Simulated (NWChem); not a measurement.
System: CH8N2Si2; SMILES [SiH2](N)/N=C/[SiH3]

Here is an NWChem input.

```
start job
memory heap 200 mb stack 900 mb global 1100 mb
geometry units angstroms noautosym nocenter noautoz
  N     -0.887916    -2.813288    -0.013747
  Si     0.429490    -1.738069     0.249145
  N     -0.049214    -0.041356     0.415288
  C      0.405760     0.903104    -0.301195
  Si    -0.160057     2.704713    -0.048960
  H     -1.557629    -2.974938     0.730429
  H     -1.344929    -2.837238    -0.918520
  H      1.374543    -1.877372    -0.908584
  H      1.071990    -2.098457     1.544040
  H      1.160729     0.719472    -1.109274
  H      1.019446     3.542360     0.334989
  H     -1.205220     2.769715     1.010322
  H     -0.695667     3.241328    -1.339872
end
basis spherical
  * library 6-31g*
end
dft
  xc hfexch
  iterations 150
end
property
  response 1 0.0
end
task dft property
```

Structure relaxed at the PBE0/def2-SVP level.

Static field.

Problem. What results follow from this input? (Hartree-Fock/6-31G* (spherical d).) Quantities: basis functions; isotropic polarisability (bohr³); anisotropy (bohr³).

Solution. 
```json
{
 "number_of_basis_functions": "94",
 "isotropic polarisability (bohr³)": "63.3",
 "anisotropy (bohr³)": "29.8"
}
```
